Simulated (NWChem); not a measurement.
## Atomisation of HF3SSi

```
Si
F 1 1.6127
F 1 1.6163 2 108.43
F 1 1.6163 2 108.65 3 114.54
S 1 2.1128 2 107.72 3 -122.81
H 5 1.3641 1 92.16 2 -178.29
```
Charge 0, spin multiplicity 1.

Everything below was run with NWChem. All single points use one geometry, from PBE/def2-SVP, a minimum by its harmonic frequencies.

Basis set: def2-TZVP. The atomisation energy is electronic alone: no zero-point, thermal, spin-orbit or counterpoise terms. No value is extrapolated to the basis-set limit. Free atoms are single determinants with multiplicities F 2, Si 3, S 3, H 2. Correlated methods freeze the same cores in atoms and molecule, 13 orbitals in all.

The structure started from a generated list of species. No SCF solution was tested for a lower state. Open-shell Hartree-Fock references start from PBE0 orbitals.

**Question.** For the atomisation energy, MP2 gives 594.9 kcal/mol and LC-wPBE (omega 0.3 per bohr) gives 587.0 kcal/mol. What do BHandHLYP, HF, PBE give?

**Answer.** BHandHLYP: 551.3 kcal/mol; HF: 427.1 kcal/mol; PBE: 592.3 kcal/mol.
